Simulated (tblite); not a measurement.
Record of a relaxation.

C6H11ClOSi.
Atom-mapped SMILES: `[CH2:1]=[CH:2][CH2:3][C@@H:4]1[SiH2:5][O:6][CH2:7][C@H:8]1[Cl:9]` (hydrogens: H10, H11 on C1; H12 on C2; H13, H14 on C3; H15 on C4; H16, H17 on Si5; H18, H19 on C7; H20 on C8)

Computed with GFN2-xTB (tblite), gas phase: L-BFGS steps from a force-field or distance-geometry start until the largest atomic force falls under 0.01 eV/Å. 3 of its 76 geometries are shown.

Step 0: E = -784.2105 eV, largest atomic force 1.604 eV/Å
```
atom  x, y, z in Å  |  force x, y, z in eV/Å
C1     -3.145   -0.409   -0.709    0.068   0.587  -0.121
C2     -2.244    0.529   -0.417    0.002  -1.117   0.404
C3     -1.085    0.302    0.547   -0.683   0.666  -0.182
C4      0.265    0.446   -0.154    0.763  -0.658   0.515
Si5     0.784   -1.004   -1.299    0.366  -0.363  -0.251
O6      2.399   -1.078   -0.853   -0.953   1.111   0.657
C7      2.718    0.005    0.051   -0.136  -0.764   0.025
C8      1.457    0.383    0.857   -0.455  -0.140  -0.952
Cl9     1.673    1.922    1.709    0.108   0.023   0.021
H10    -3.126   -1.405   -0.274    0.050   0.326  -0.157
H11    -3.968   -0.187   -1.396    0.409  -0.219   0.375
H12    -2.330    1.509   -0.855    0.139   0.074  -0.015
H13    -1.188    1.061    1.345    0.195  -0.107  -0.237
H14    -1.181   -0.671    1.034    0.054   0.000  -0.215
H15     0.316    1.372   -0.733   -0.046   0.090   0.304
H16     0.106   -2.265   -0.918    0.303   0.350  -0.143
H17     0.657   -0.625   -2.731    0.087  -0.177   0.483
H18     3.095    0.841   -0.536   -0.099   0.154  -0.026
H19     3.518   -0.326    0.730   -0.164  -0.062  -0.239
H20     1.271   -0.388    1.622   -0.006   0.228  -0.247
```

Step 38: E = -784.3892 eV, largest atomic force 0.018 eV/Å
```
atom  x, y, z in Å  |  force x, y, z in eV/Å
C1     -3.111   -0.406   -0.707    0.011   0.000  -0.004
C2     -2.211    0.511   -0.406    0.000   0.002   0.008
C3     -1.096    0.323    0.570    0.003   0.004  -0.004
C4      0.258    0.416   -0.134    0.007   0.009   0.011
Si5     0.752   -1.006   -1.318    0.003   0.006   0.005
O6      2.333   -0.991   -0.886    0.007  -0.009   0.001
C7      2.680   -0.003    0.049   -0.004  -0.002  -0.008
C8      1.426    0.372    0.839    0.001  -0.003  -0.001
Cl9     1.675    1.924    1.683    0.007  -0.016   0.005
H10    -3.103   -1.380   -0.246   -0.009   0.007   0.003
H11    -3.898   -0.220   -1.418    0.006  -0.016   0.002
H12    -2.242    1.481   -0.886   -0.001  -0.004   0.003
H13    -1.152    1.107    1.333   -0.004  -0.003  -0.009
H14    -1.192   -0.645    1.067   -0.002   0.008  -0.009
H15     0.299    1.367   -0.675    0.000   0.004   0.004
H16     0.193   -2.300   -0.954   -0.009   0.000   0.000
H17     0.607   -0.638   -2.719   -0.004  -0.008  -0.010
H18     3.069    0.874   -0.480    0.000   0.007   0.007
H19     3.466   -0.401    0.696   -0.009   0.008  -0.004
H20     1.243   -0.375    1.616   -0.003   0.004   0.001
```

Step 75: E = -784.3909 eV, largest atomic force 0.009 eV/Å
```
atom  x, y, z in Å  |  force x, y, z in eV/Å
C1     -3.089   -0.435   -0.702    0.002  -0.003  -0.003
C2     -2.202    0.502   -0.425   -0.005   0.000  -0.006
C3     -1.097    0.359    0.570   -0.007  -0.002  -0.004
C4      0.262    0.436   -0.126   -0.003   0.002   0.001
Si5     0.732   -0.983   -1.321    0.000   0.000  -0.001
O6      2.319   -0.977   -0.910   -0.002   0.000   0.002
C7      2.674   -0.008    0.043    0.001   0.001  -0.002
C8      1.426    0.352    0.848    0.004   0.001   0.002
Cl9     1.693    1.871    1.743    0.001   0.000   0.001
H10    -3.082   -1.389   -0.200    0.005   0.006   0.004
H11    -3.865   -0.289   -1.434    0.002   0.000   0.005
H12    -2.233    1.451   -0.946    0.001   0.000   0.003
H13    -1.166    1.168    1.306   -0.003  -0.006  -0.002
H14    -1.192   -0.593    1.096    0.000   0.002   0.002
H15     0.324    1.393   -0.655    0.001   0.002   0.001
H16     0.159   -2.269   -0.948    0.001  -0.001  -0.003
H17     0.574   -0.621   -2.723    0.001   0.001   0.000
H18     3.059    0.880   -0.470    0.006  -0.004   0.000
H19     3.465   -0.419    0.676   -0.004  -0.002  -0.003
H20     1.235   -0.419    1.599    0.000   0.004   0.003
```

Question: Summarise the path.

Answer: The energy falls by 4.16 kcal/mol from step 0 to step 75; nine tenths of that is first reached at step 7. It falls at every step. The largest force goes from 1.604 to 0.009 eV/Å. Among the bonds C4–C8 changes most, from 1.565 to 1.520 Å; the atoms move by 0.089 Å rms after alignment.

The cost below is that of the whole relaxation. Hardware: Arm Neoverse N1, one thread, shared host. Cost: 1.2 s wall.
